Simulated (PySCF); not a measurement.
Isomers of C3H5FSe, mass 139.954 u with the commonest isotopes. Theory: PBE0-D3(BJ)/def2-SVP geometry optimisation, gas phase in PySCF 2.14.0. One conformer each, none proved a minimum here; rigid rotors.

Problem. Order these by rotational constant B, largest first.
A. `[F:1][CH:2]1[CH2:3][Se:4][CH2:5]1` with F1–C2–C3–Se4 -149°, C2–C3–Se4–C5 21°, C3–Se4–C5–C2 -21°, F1–C2–C5–Se4 149°
B. `[F:1][C@H:2]1[CH2:3][CH2:4][Se:5]1` with F1–C2–C3–C4 139°, C2–C3–C4–Se5 -19°, C3–C4–Se5–C2 15°, F1–C2–Se5–C4 -134°
C. `[CH2:1]=[C:2]([F:3])[CH2:4][SeH:5]` with C1–C2–C4–Se5 115°, C2–C4–Se5–H 59°

Solution. B (2891 MHz), A (1893 MHz), C (1524 MHz).

Problem. Order these by rotational constant C, smallest first.
A. `[F:1][CH:2]1[CH2:3][Se:4][CH2:5]1` with F1–C2–C3–Se4 -149°, C2–C3–Se4–C5 21°, C3–Se4–C5–C2 -21°, F1–C2–C5–Se4 149°
B. `[CH2:1]=[C:2]([F:3])[CH2:4][SeH:5]` with C1–C2–C4–Se5 115°, C2–C4–Se5–H 59°
C. `[F:1][C@H:2]1[CH2:3][CH2:4][Se:5]1` with F1–C2–C3–C4 139°, C2–C3–C4–Se5 -19°, C3–C4–Se5–C2 15°, F1–C2–Se5–C4 -134°

Solution. B (1384 MHz), A (1660 MHz), C (1958 MHz).

Problem. Order these by out-of-plane moment Σ m c² = (Ia + Ib − Ic)/2, smallest first.
A. `[CH2:1]=[C:2]([F:3])[CH2:4][SeH:5]` with C1–C2–C4–Se5 115°, C2–C4–Se5–H 59°
B. `[F:1][C@H:2]1[CH2:3][CH2:4][Se:5]1` with F1–C2–C3–C4 139°, C2–C3–C4–Se5 -19°, C3–C4–Se5–C2 15°, F1–C2–Se5–C4 -134°
C. `[F:1][CH:2]1[CH2:3][Se:4][CH2:5]1` with F1–C2–C3–Se4 -149°, C2–C3–Se4–C5 21°, C3–Se4–C5–C2 -21°, F1–C2–C5–Se4 149°

Solution. C (7.62 u·Å²), B (8.60 u·Å²), A (16.75 u·Å²).

```csv
SMILES,point group,Ia (u·Å²),Ib (u·Å²),Ic (u·Å²),κ,μa (D),μb (D),μc (D)
F[C@H]1CC[Se]1,C1,100.52,174.82,258.14,-0.39,0.08,2.16,0.75
C=C(F)C[SeH],C1,67.03,331.60,365.13,-0.95,0.54,0.90,0.75
FC1C[Se]C1,Cs,52.63,267.00,304.39,-0.94,0.11,0.00,0.33
```
